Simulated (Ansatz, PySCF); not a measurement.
This Ansatz (a first-principles code) input computes a SVWN5/def2-TZVPD energy:

Ansatz 0.2 input:
```yaml
crystal:
  periodic: [false, false, false]
  atoms:
    - {symbol: C, position_ang: [-1.02295599, 0.16202151, -0.18222466]}
    - {symbol: S, position_ang: [0.50216921, -0.03524627, 0.06037744]}
    - {symbol: H, position_ang: [-1.89697145, -0.40818871, 0.12730887]}
basis:
  gaussian:
    orbitals: def2-TZVPD
hamiltonian:
  xc: {name: SVWN5}
magnetization: {spin_polarized: true, initial_magnetization: 1}
output: {forces: true}
```

Problem. Write an input for the same energy in PySCF and say what it gives.

Solution. 
```python
from pyscf import gto, scf, dft

mol = gto.M(
    atom='''
    C    -1.02295599    0.16202151   -0.18222466
    S     0.50216921   -0.03524627    0.06037744
    H    -1.89697145   -0.40818871    0.12730887
    ''',
    basis='def2-tzvpd',
    charge=0,
    spin=1,
    verbose=4,
)

mf = dft.UKS(mol, xc='svwn').density_fit(auxbasis='def2-universal-jkfit')
mf.grids.level = 3
mf.conv_tol = 1e-9
mf.max_cycle = 100
mf.max_memory = 1500
mf.kernel()
if not mf.converged:
    mf = mf.newton()
    mf.kernel(mf.make_rdm1())
for _ in range(2):
    mo, _, stable, _ = mf.stability(return_status=True)
    if stable:
        break
    mf.kernel(mf.make_rdm1(mo, mf.mo_occ))
mf.analyze()
```
It gives -435.10267 Eh, and Ansatz -435.10264 Eh, a difference of 0.03 mEh, from the treatment of integrals and grids.

It need not be the lowest isomer of its formula.
